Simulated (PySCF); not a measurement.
**Continuum solvent and chemical shifts**

Numbering as in the mapped SMILES `[CH:1]#[C:2][CH2:3][C:4](=[CH2:5])[O:6][CH:7]=[O:8]`. Hydrogens are named by the atom that carries them. Ha(C5) is cis to C3; Hb(C5) is trans to C3.

GIAO PBE0/pcSseg-1 in PySCF 2.14.0 with density-fitted response routines on one PBE0-D3(BJ)/def2-SVP conformer, non-relativistic, equivalent nuclei averaged. Solvents enter as an IEF-PCM continuum (benzene with ε = 2.3, acetone with ε = 20.5) around the gas-phase geometry. Shifts are referred to TMS computed in the same medium.

Gas phase, δ in ppm: C7 161.7, C4 157.4, C5 107.9, C2 82.3, C1 76.5, C3 29.0, H(C7) 7.97, Hb(C5) 6.60, Ha(C5) 4.94, H(C3) 2.90, H(C1) 1.96. Dipole moment 1.71 D.

Question: How does each δ change in the continuum?

Answer: 
```csv
atoms,environment,"Δδ, benzene","Δδ, acetone"
C7,ester carbonyl carbon,+2.1,+4.6
C4,alkene carbon bearing oxygen,+0.8,+1.9
C5,β carbon of an enol-ether or enamine type C=C,+0.4,+0.8
C2,alkyne carbon,+1.5,+3.3
C1,terminal alkyne carbon,+0.4,+1.1
C3,allylic sp3 CH2,-0.1,-0.1
H(C7),hydrogen on an ester carbonyl carbon,+0.06,+0.14
Hb(C5),hydrogen on a β carbon of an enol-ether or enamine type C=C,-0.05,-0.12
Ha(C5),hydrogen on a β carbon of an enol-ether or enamine type C=C,+0.12,+0.28
H(C3),hydrogen on an allylic sp3 CH2,+0.11,+0.26
H(C1),hydrogen on a terminal alkyne carbon,+0.19,+0.41
```

Changes are relative to the gas phase. The dipole moment becomes 1.92 D in benzene, 2.18 D in acetone.

Question: Which nuclei move most (in ppm), and what does the model miss?

Answer: C7 (ester carbonyl carbon, +4.6 ppm) in acetone. A continuum only polarises the solute; specific hydrogen bonds, the anisotropy of aromatic solvents and changes of geometry or conformer are outside it.
